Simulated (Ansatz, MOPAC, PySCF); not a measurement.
Noncovalent pair: GeH4 (SMILES [GeH4]) (first 5 atoms) with H4OSi (SMILES O[SiH3]); geometry from B3LYP-D3(BJ)/def2-TZVP, rigid monomers moved along the line of their centres of mass till Ge1···O6 is 3.73 Å.
(charge 0, multiplicity 1):
```xyz
11

Ge     0.39343    -0.39215     0.44314
H     -0.90285    -1.19268     0.62537
H      1.37108    -0.70008     1.58413
H      0.08432     1.11010     0.40105
H      1.04381    -0.80140    -0.89261
O     -1.02026     0.53607     3.76410
Si    -0.24686     0.42035     5.22238
H     -1.92219     0.86408     3.74297
H     -0.13622     1.74390     5.88330
H      1.09618    -0.10877     4.92014
H     -0.96118    -0.49797     6.14287
```

Counterpoise-corrected where a basis set is named; no monomer relaxation.

Frozen-core correlation. Filled d and f shells under p-block atoms count as core. The state reached by AM1, PM7 isn't checked; PM7 holds dispersion and hydrogen-bond terms.

Programs: Ansatz (Gaussian orbitals); MOPAC for AM1, PM7 (differences of heats of formation); PySCF for the dispersion terms. Values without a source in brackets are computed.

Q: One of these levels gives -66.1 meV for the interaction energy. Which one is it?
A. PBE-D4/def2-TZVPPD
B. AM1
C. PM7
D. MP2/def2-SVPD

A: A, PBE-D4/def2-TZVPPD. The others give 5.4 (AM1), -34.4 (PM7), -49.3 (MP2/def2-SVPD)

Ansatz is a first-principles code.
